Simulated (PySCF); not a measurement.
Coordinates in bohr (charge 0 multiplicity 4):
```
N     0.0000    0.0000   -2.2675
Pb    3.5805    0.0000    0.0505
Pb   -1.7903    3.1008    0.0505
Pb   -1.7902   -3.1008    0.0505
```

All numbers come from UB3LYP/[N def2-SVP, Pb def2-SVP with ECP60], scalar-relativistic core potentials, density fitting, no spin–orbit coupling, PySCF.

This geometry of Pb3N is a stationary point at this level.

(1) What is the point group?

(2) Is it a minimum?

(3) What are the dipole moment and the gap between the highest occupied and lowest empty levels of either spin?

(4) Give the atomic charges and bond orders.

(5) What is the atomisation energy, with and without zero-point energy?

## Answers

(1) C3v.

(2) Yes: all harmonic wavenumbers are real.

(3) 0.99 D and 1.58 eV.

(4) 
```csv
atom,Mulliken,Löwdin,polar tensor,spin (Mulliken),Mayer order to N1
N1,-0.65,-0.44,-0.28,0.53,–
"Pb2,3,4",0.22,0.15,0.09,0.82,0.92
```
Other Mayer orders above 0.3: Pb–Pb 0.63 (×3).

(5) 736 kJ/mol without, 728 kJ/mol with.

This need not be the most stable arrangement of these atoms. At this level a doublet minimum of C2v symmetry lies 56 kJ/mol below this structure. With an element this heavy the missing spin–orbit coupling can shift these numbers.
